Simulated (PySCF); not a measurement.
A structure optimised at B3LYP-D3(BJ)/def2-SVP, used in a PySCF frequency run:

```xyz
17

C      1.2558     1.2558    -1.2558
Sn     0.0000     0.0000     0.0000
C     -1.2558     1.2558     1.2558
C     -1.2558    -1.2558    -1.2558
C      1.2558    -1.2558     1.2558
H      0.6328     1.8971    -1.8971
H      1.8971     0.6328    -1.8971
H      1.8971     1.8971    -0.6328
H     -1.8971     0.6328     1.8971
H     -1.8971     1.8971     0.6328
H     -0.6328     1.8971     1.8971
H     -1.8971    -0.6328    -1.8971
H     -0.6328    -1.8971    -1.8971
H     -1.8971    -1.8971    -0.6328
H      1.8971    -1.8971     0.6328
H      1.8971    -0.6328     1.8971
H      0.6328    -1.8971     1.8971
```

Question: Write its SMILES, formula and point group.

Answer: [CH3][Sn]([CH3])([CH3])[CH3], C₄H₁₂Sn, Td

Question: What are its rotational constants (standard atomic weights)?

Answer: 2.3748, 2.3748, 2.3748 GHz
